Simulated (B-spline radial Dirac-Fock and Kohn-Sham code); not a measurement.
## Dipole and non-dipole photoemission parameters of Ti 2p3/2

System: neutral titanium, 1s2 2s2 2p6 3s2 3p6 3d2 4s2; threshold 453.8 eV (tabulated edge). Calculated with a radial B-spline solver, using Dirac-Hartree-Slater photoionisation with a Latter tail; cross sections with all multipoles, angular parameters from the dipole term and its interference with E2.

For linearly polarised light dσ/dΩ = σ/(4π) [1 + β P₂(cos θ) + (δ + γ cos²θ) sin θ cos φ], with θ from the polarisation vector and φ the angle between the beam and the projection of the electron momentum on the plane normal to the polarisation.

| hν (eV) | σ (kb) | β | γ | δ |
| --- | --- | --- | --- | --- |
| 809 | 365 | 1.458 | 0.115 | 0.019 |
| 1020 | 198 | 1.472 | 0.243 | 0.023 |
| 1170 | 136 | 1.459 | 0.321 | 0.026 |
| 1300 | 102 | 1.441 | 0.381 | 0.029 |
| 1950 | 31.2 | 1.326 | 0.607 | 0.045 |
| 4010 | 3.26 | 1.011 | 0.960 | 0.102 |
| 4360 | ? | ? | ? | ? |
| 4750 | 1.86 | 0.927 | 1.031 | 0.122 |
| 5230 | 1.35 | 0.880 | 1.070 | 0.135 |
| 8047.8 | 0.307 | 0.671 | 1.225 | 0.206 |
| 10800 | 0.108 | 0.536 | 1.317 | 0.269 |
| 12000 | 0.0739 | 0.490 | 1.346 | 0.294 |
| 12700 | 0.0601 | 0.466 | 1.361 | 0.308 |
| 12800 | 0.0585 | 0.463 | 1.363 | 0.310 |
| 12900 | 0.0568 | 0.460 | 1.365 | 0.312 |
| 15000 | 0.0327 | 0.398 | 1.402 | 0.352 |

Q: Give the values at 4360 eV.

A: σ = 2.47 kb, β = 0.970, γ = 0.996, δ = 0.111.
